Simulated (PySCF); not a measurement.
ClH₅O₂Si₂, SMILES O[SiH]([SiH2]Cl)O. Atoms are numbered in the order given.

```xyz
10

O     -1.4661     1.3228    -0.1607
Si    -1.2957    -0.2518     0.3389
O     -1.6206    -1.3767    -0.8411
Si     0.9867    -0.5246     0.7915
Cl     1.8557     0.7879    -0.5976
H     -0.7165     1.6570    -0.6702
H     -2.2250    -0.4022     1.4923
H     -2.5206    -1.4066    -1.1821
H      1.5487    -1.8851     0.5587
H      1.3869    -0.0572     2.1515
```
Charge 0, spin multiplicity 1.

The structure is a stationary point at PBE0-D3(BJ)/def2-SVP. This is a generated structure with no PubChem entry under its InChIKey; it may be hypothetical. The values are those of a single conformer.

Computed with SMD-PBE0/def2-SVP in PySCF.

Solvation free energies are E(SMD) − E(gas) at the gas-phase geometry, for 1 M in both phases. In vacuum the dipole moment is 1.45 D.

Computed solvation free energies in water, tetrahydrofuran, dichloromethane:
| solvent | ΔG(solv) (kcal/mol) | its non-electrostatic (CDS) part | dipole (D) |
|---|---|---|---|
| water | -5.8 | 3.1 | 1.77 |
| tetrahydrofuran | -5.0 | -1.9 | 1.72 |
| dichloromethane | -5.7 | -1.3 | 1.74 |
